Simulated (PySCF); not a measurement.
**NaAs⁺ from Hartree–Fock to correlated methods**

State: ⁴Σ⁻ (quartet), unpaired electrons σ ↑, π ↑↑. Set-up: basis Na pcseg-1, As pcseg-1; no relativity; PySCF 2.14. De refers to Na⁺ + As in their high-spin ground configurations, without counterpoise correction. The functionals are run spin-unrestricted. A positive dipole points towards As; it is taken about the centre of mass and depends on that origin.

| Level | Re (Å) | ωe (cm⁻¹) | De (eV) | μ (D) | CPU s a point (SCF and correlation, without the integrals) |
| --- | --- | --- | --- | --- | --- |
| UHF | 3.318 | 90.6 | 0.191 | -10.55 | 0.038 |
| UHF-MP2 | 3.317 | 92.7 | 0.201 | n/a | 0.069 |
| UHF-SCS-MP2 | 3.319 | 92.3 | 0.198 | n/a | n/a |
| UHF-CCSD | 3.317 | 92.9 | 0.202 | n/a | n/a |
| UHF-CCSD(T) | 3.315 | 93.3 | 0.204 | n/a | 1 |
| PBE | 3.223 | 101 | 0.285 | -9.72 | 0.34 |
| r²SCAN | 3.246 | 96.7 | 0.231 | -10.10 | 0.5 |
| M06-L | 3.350 | 82.3 | 0.171 | -10.72 | 0.46 |
| PBE0 | 3.220 | 99.9 | 0.250 | -9.90 | 0.56 |
| MN15 | 3.255 | 96.9 | 0.223 | -10.19 | 0.49 |
| BHandHLYP | 3.198 | 102 | 0.250 | -9.86 | 0.28 |

The bond length runs from 3.198 Å (BHandHLYP) to 3.350 Å (M06-L). De spans 0.17 eV (M06-L, meta-GGA) to 0.29 eV (PBE, GGA). Correlation at CCSD(T) changes the Hartree–Fock bond energy by +0.01 eV; the triples alone change it by +0.00 eV.

Correlated steps freeze 10 core orbitals. The bond is weak. Basis-set superposition, not corrected here, can be much of De in a small basis, most of all at correlated wavefunction levels. Spin–orbit coupling is left out. For an ion De counts to the pair picked by the measured ionisation energies or electron affinities, which need not be the lowest pair at this level. The state was picked by a PBE0 search and need not be the measured ground state.

The whole job (state search and all levels along the bond) took about 1 min on 1 thread of Arm Neoverse V2 (shared host), peak memory 0.43 GiB.
